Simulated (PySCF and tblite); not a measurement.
Results of a calculation; reference values are marked as such.
**C₆H₉FO, numbered as in [O:1]=[C:2]1[CH2:3][CH2:4][CH2:5][CH2:6][C@@H:7]1[F:8]: conformational analysis**

Conformers came from 90 starts (ETKDG and KDG, MMFF94s, GFN2-xTB); geometries are PBE0-D3(BJ)/def2-SVP. Weights use PBE0-D3(BJ)/def2-TZVP energies plus GFN2-xTB zero-point and thermal terms (modes under about 100 cm⁻¹ blended into free rotors). Symmetry numbers and mirror images are counted. Conformers within 4 kcal/mol (GFN2-xTB free energy) were kept, 5 at most. GIAO shieldings: PBE0/pcSseg-1. Shifts are against TMS (¹H), TMS (¹³C), CFCl3 (¹⁹F) at the same level; of two unlike H on one atom, a is the less shielded. Run with PySCF (density fitting) and tblite.

The 6-ring runs over atoms 2–3–4–5–6–7.

| conformer | shape | symmetry | E(GFN2) kcal/mol | E(DFT) kcal/mol | G(298.15 K) kcal/mol | weight % | dipole D |
| --- | --- | --- | --- | --- | --- | --- | --- |
| 1 | 6-ring chair (all substituents equatorial) | C1 | 1.45 | 0.00 | 0.00 | 57.3 | 4.51 |
| 2 | 6-ring chair (F8 axial) | C1 | 0.00 | 0.01 | 0.18 | 42.6 | 2.90 |
| 3 | 6-ring twist-boat (ring torsions -33, 63, -28, -33, 64, -28°) | C1 | 2.82 | 3.90 | 3.85 | 0.1 | 2.72 |
| 4 | 6-ring between boat and twist-boat (ring torsions 56, -39, -18, 61, -45, -12°) | C1 | 4.47 | 4.33 | 4.04 | 0.1 | 4.51 |

Weights (%) against temperature:

```
 T (K)     1     2    3    4  S(mix) cal/mol/K
   200  60.1  39.9  0.0  0.0              1.34
   250  58.4  41.5  0.0  0.0              1.36
298.15  57.3  42.6  0.1  0.1              1.38
   350  56.3  43.3  0.2  0.2              1.41
   400  55.5  43.7  0.4  0.4              1.46
```

Averaged shifts at 298.15 K. ¹H: 4.45 (H7, 1H), 2.50 (H3a, 1H), 2.04 (H3b, 1H), 1.93 (H6a, 1H), 1.91 (H6b, 1H), 1.87 (H5a, 1H), 1.69 (H4a, 1H), 1.68 (H4b, 1H), 1.45 (H5b, 1H) ppm. ¹³C: 210.4 (C2), 94.1 (C7), 41.6 (C3), 36.9 (C6), 29.9 (C4), 23.9 (C5) ppm. ¹⁹F: -211.4 (F8) ppm.

Coordinates of conformer 1 (Å):

```xyz
17

O    -1.002    2.478    0.167
C    -0.647    1.379   -0.169
C    -1.523    0.147   -0.093
C    -0.832   -0.978    0.683
C     0.556   -1.266    0.124
C     1.417   -0.009    0.105
C     0.757    1.107   -0.694
F     1.512    2.240   -0.648
H    -1.722   -0.192   -1.126
H    -2.483    0.441    0.354
H    -1.457   -1.885    0.663
H    -0.745   -0.682    1.743
H     0.465   -1.668   -0.901
H     1.054   -2.049    0.717
H     1.571    0.363    1.133
H     2.415   -0.206   -0.317
H     0.658    0.793   -1.752
```

Coordinates of conformer 2 (Å):

```xyz
17

O     2.019    1.614   -0.559
C     1.224    0.909    0.011
C    -0.055    1.393    0.642
C    -1.246    0.714   -0.051
C    -1.111   -0.806   -0.061
C     0.215   -1.252   -0.673
C     1.383   -0.608    0.055
F     1.358   -1.010    1.380
H    -0.099    2.488    0.568
H    -0.039    1.107    1.708
H    -1.310    1.084   -1.089
H    -2.183    1.014    0.444
H    -1.950   -1.259   -0.612
H    -1.169   -1.189    0.972
H     0.327   -2.347   -0.634
H     0.270   -0.959   -1.735
H     2.359   -0.880   -0.376
```

Unscaled ¹⁹F shifts at such levels can be off by tens of ppm; differences between conformers or isomers are more reliable. Shifts are unscaled: against experiment ¹³C can be off by 15 ppm or more and ¹H by 0.8 ppm.

Search and properties took 3.4 min on 1 thread of Arm Neoverse V1, on a host shared with other jobs (rough), launched as `OMP_NUM_THREADS=1 python ens_run.py task.json out`.
